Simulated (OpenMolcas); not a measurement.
**Ba⁺: CASPT2 settings compared**

| Item | Value |
| --- | --- |
| Program | OpenMolcas |
| Basis | ANO-RCC-VDZ [7s6p2d] |
| Scalar Hamiltonian | DKH3, point nucleus |
| Active space | 1 electron in 4 orbitals (6s 6p) |
| State averaging | 2S+1 = 2 even, 1 root; 2S+1 = 2 odd, 3 roots |
| Spin-orbit coupling | RASSI with atomic mean-field integrals over the reference wave functions, term energies averaged over their components |

Methods on the same reference wave functions:
A. CASSCF
B. SS-CASPT2, IPEA 0.35 Eh, real shift 0.1 Eh (closed shells correlated: 5s 5p)
C. SS-CASPT2, IPEA 0.1 Eh, sigma2 regulariser 0.15 Eh (closed shells correlated: 5s 5p)

Energies in cm⁻¹ above 6s ²S_1/2, the measured ground level; measured values from NIST Handbook of Basic Atomic Spectroscopic Data.

| Level | A | B | C | Measured |
| --- | --- | --- | --- | --- |
| 6s ²S_1/2 | 0.0 | 0.0 | 0.0 | 0.0 |
| 6p ²P°_1/2 | 19464 | 19498 | 19508 | 20262 |
| 6p ²P°_3/2 | 20643 | 20677 | 20687 | 21952 |

Deviations, from unrounded energies. A percentage is the sum of absolute deviations over the sum of measured energies, with the sign that they share, or ± where signs differ.

| Against measurement | Levels | A | B | C |
| --- | --- | --- | --- | --- |
| mean absolute deviation (cm-1) | 2 | 1100 | 1000 | 1000 |
| other configurations (%) | 2 | -5.0 | -4.8 | -4.8 |

A, B, C lie about equally close to measurement. The largest miss of C in the table is 6p ²P°_3/2, by -1300 cm-1. The ranking rests on the paired levels alone, and a cruder setting can come out closer through cancelling errors.

Between B and C the level of the table that moves most is 6p ²P°_1/2, by 10 cm-1 (lowest in B, highest in C).

The lowest spin-free term lies below A's lowest term by 0.007 hartree in B, 0.007 hartree in C.

ANO sets are built for ground and valence states and can reach diffuse excited orbitals poorly. With one active electron the reference holds no correlation, so core polarisation is missing (holds for A). With one active electron, CASPT2 adds the correlation within the correlated inactive shells and between them and that electron, and leaves the splitting within a term as the reference gives it (holds for B; C). Measured partners are found by configuration, term and J. A level has none where our copy of the source lacks it or the pairing is in doubt (some pairs that miss far off the trend of their configuration count as doubtful), and it then counts in no deviation. Only configurations of the active space appear.

° marks odd parity.
